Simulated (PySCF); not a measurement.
## Correlation energy of Ne⁺ (neon, charge +1)

[He] 2s2 2p4 3s1, high-spin 4P determinant (an excited configuration). All numbers are calculated (PySCF 2.14, the non-relativistic Hamiltonian (point nucleus), in aug-cc-pwCVDZ). Frozen: nothing; 9 electrons correlated.

| level | correlation energy (mhartree) |
| --- | --- |
| CCSD | -163.39 |
| (T) | -1.38 |
| CCSD(T) | -164.77 |
| CCSDT | -164.91 |

Diagnostics: T1 = 0.0039, D1 = 0.0087, largest double amplitude 0.031.

**Question.** Is a single reference adequate?

**Answer.** Yes: T1 lies below 0.03 and no double amplitude reaches 0.07.
